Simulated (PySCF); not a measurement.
Point-charge models of `C/C=C/P=C/C(F)(F)F` against its computed dipole.

Coordinates (GFN2-xTB, Å) and charges (e) from the PBE0/pcSseg-1 density (PySCF):

```csv
atom,x,y,z,Mulliken,IAO,Hirshfeld,ESP-fitted
C1,3.198,0.366,-0.111,-0.2147,-0.4265,-0.1087,-0.5586
C2,1.833,0.858,0.205,-0.1723,-0.0859,-0.0115,+0.0809
C3,0.727,0.116,0.153,-0.4017,-0.3700,-0.1142,-0.1602
P4,-0.887,0.806,0.557,+0.5396,+0.4824,+0.1512,-0.0309
C5,-1.842,-0.552,0.318,-0.5907,-0.4856,-0.1526,-0.2982
C6,-3.300,-0.468,0.537,+0.8638,+0.8037,+0.2419,+0.7442
F7,-4.017,-0.766,-0.568,-0.2762,-0.2877,-0.1102,-0.2465
F8,-3.740,-1.322,1.488,-0.2762,-0.2877,-0.1103,-0.2465
F9,-3.695,0.757,0.922,-0.2697,-0.2821,-0.0932,-0.2166
H10,3.188,-0.684,-0.394,+0.1219,+0.1508,+0.0510,+0.1624
H11,3.849,0.496,0.754,+0.1384,+0.1622,+0.0555,+0.1768
H12,3.623,0.951,-0.926,+0.1384,+0.1622,+0.0555,+0.1767
H13,1.766,1.900,0.495,+0.1189,+0.1488,+0.0490,+0.1214
H14,0.782,-0.927,-0.136,+0.1231,+0.1444,+0.0452,+0.1444
H15,-1.490,-1.524,0.008,+0.1576,+0.1711,+0.0513,+0.1507
```

Problem. Compute μ = Σ q r for each scheme (1 e·Å = 4.803 D) and compare with the dipole of the full density.

Solution. The full density gives (4.83, -0.04, -0.66) D, 4.88 D in size; dipole vectors point from the negative to the positive end.

```
    scheme    μx    μy     μz  size (D)  share of the full size (%)  angle to the full dipole (°)
  Mulliken  5.27  2.14  -0.13      5.69                         117                            23
       IAO  5.34  1.99  -0.18      5.70                         117                            22
 Hirshfeld  3.45  1.00  -0.20      3.60                          74                            17
ESP-fitted  4.90  0.00  -0.66      4.94                         101                             1
```

Problem. Which set comes closest?

Solution. Length of the difference vector: ESP-fitted 0.08 D, Hirshfeld 1.79 D, IAO 2.15 D, Mulliken 2.28 D. Closest: ESP-fitted. ESP charges are fitted to the potential around the molecule, whose slowest-falling term is the dipole's. The schemes that divide the density aren't constrained to reproduce the dipole.

Problem. What is left for the Hirshfeld atoms' own dipoles?

Solution. The shares of the density sum to the whole, so what Σ q r misses lies in dipoles about the nuclei. The atomic dipoles sum to (4.83, -0.04, -0.66) − (3.45, 1.00, -0.20) = (1.38, -1.04, -0.46) D, 1.79 D in size.

Problem. With the origin at the mean of the coordinates, (0.000, 0.001, 0.220) Å, which are the largest single terms, by size, of the ESP-fitted dipole along the direction of the full one?

Solution. C6 -11.83, C1 -8.61, F7 +4.58, F8 +4.58, F9 +3.91 D; all 15 atoms together +4.94 D. The single terms depend on the origin, their sum doesn't.

Problem. Give the size of the full dipole in other units.

Solution. 4.88 D = 1.920 au = 1.016 e·Å = 16.28 × 10⁻³⁰ C·m.

The structure is a single GFN2-xTB conformer in the gas phase; no vibrational or solvent corrections.

These values come from a run that also computed NMR shieldings. The run took 26 s of wall time on one thread of an AMD EPYC 7B13, no GPU, shared host, and the process peaked at 0.83 GiB of memory.

Shape of the structure used: `[CH3:1]/[CH:2]=[CH:3]/[P:4]=[CH:5]/[C:6]([F:7])([F:8])[F:9]`: C2–C3–P4–C5 180°, P4–C5–C6–F7 120°.
